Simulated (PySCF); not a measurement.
[PySCF 2.14.0 with density-fitted response routines: coordinates at the GFN2-xTB level; PBE0/pcSseg-1 with gauge-including orbitals; equivalent nuclei averaged; isolated molecule; single conformer; non-relativistic Hamiltonian]

Chemical shifts δ = σref − σ; TMS for 1H and 13C, all at this level. Acid and N–H amide carbonyl carbons lie up to 10 ppm further downfield in solution (hydrogen bonding). Shifts are as computed. Against solution values, carbons near 30 ppm lie about +3 ppm off and those near 130 ppm about +5 ppm; carbons on Cl a further +6 ppm. Of 1211 compounds with measured shifts, 218 miss one by over three times the rms of a fit or turn the order of signals round; such compounds aren't used in these exercises. Carbons bonded to Cl come out too deshielded. OH and NH positions are gas-phase values without hydrogen bonding to other molecules.

(1) Order these molecules by the shift of their most shielded carbon-bound hydrogen, lowest δ first.
A. C=C1C=CC=C(C(=O)O)C=C1
B. FC(F)=C(F)C1=C(F)C1
C. C=COC(=O)c1ccccc1

(2) How many 13C and 1H signals does each give (equivalence by symmetry and fast rotation, but not about amide C–N or C=N bonds)? `FC(F)=C(F)C1=C(F)C1`, `C=C1C=CC=C(C(=O)O)C=C1`, `C=COC(=O)c1ccccc1`, `Cl[SiH2]C1=C(Cl)CC1`

## Answers

(1) B (2.36 ppm, hydrogen on a three-membered-ring carbon), A (4.67 ppm, hydrogen on a terminal =CH2 carbon), C (4.99 ppm, hydrogen on a β carbon of an enol-ether or enamine type C=C).

(2) FC(F)=C(F)C1=C(F)C1: 5 C, 1 H; C=C1C=CC=C(C(=O)O)C=C1: 9 C, 8 H; C=COC(=O)c1ccccc1: 7 C, 6 H; Cl[SiH2]C1=C(Cl)CC1: 4 C, 3 H.
